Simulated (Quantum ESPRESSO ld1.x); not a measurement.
Q: All-electron atom: Cu VII in [Ar] 3d5. All-electron calculation, Dirac Kohn-Sham, PBEsol, spin-unpolarised, spherical densities, point nucleus; open shells fill j = l - 1/2 first. Program: ld1.x of Quantum ESPRESSO 7.5.

Spin-orbit splittings of the eigenvalues, e(l+1/2) - e(l-1/2), with zeta = 2 splitting/(2l+1) and mean radii in bohr:

| shell | occ. | splitting (eV) | zeta (eV) | <r> j=l-1/2 | <r> j=l+1/2 |
|---|---|---|---|---|---|
| 2p | 6 | 20.44 | 13.63 | 0.2042 | 0.2075 |
| 3p | 6 | 2.925 | 1.950 | 0.6961 | 0.7043 |
| 3d | 5 | 0.4256 | 0.1702 | 0.7265 | 0.7291 |
| 4p | 0 | 0.5362 | 0.3575 | 1.806 | 1.820 |
| 4d | 0 | 0.07569 | 0.03028 | 2.132 | 2.135 |
| 4f | 0 | ? | ? | 2.531 | 2.531 |

Estimate the 4f splitting.

A: 0.003706 eV (zeta = 0.001059 eV).
